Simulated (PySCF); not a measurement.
Isomers of C2H2N2O. Isolated molecules, 0 K electronic values unless said otherwise. One relaxed conformer stands for each flexible species; it need not be the lowest. Strings in code marks are SMILES.

The four lowest singlet excitations (Tamm–Dancoff). Computed with PBE-D3(BJ)/def2-TZVP (PySCF). Excitations are Tamm–Dancoff values on a coarser integration grid. The basis has no diffuse functions, so Rydberg states are missing or too high.

| state | energy (eV) | wavelength (nm) | oscillator strength |
|---|---|---|---|
| S1 | 4.70 | 264 | 0.002 |
| S2 | 6.03 | 206 | 0.172 |
| S3 | 6.26 | 198 | 0.008 |
| S4 | 6.88 | 180 | 0.002 |

Which member gives these states?
A) `N#C/N=C/O`
B) `[H]/N=C/OC#N`
C) `N#C/N=C\O`
D) `N=C=NC=O`

C, `N#C/N=C\O`
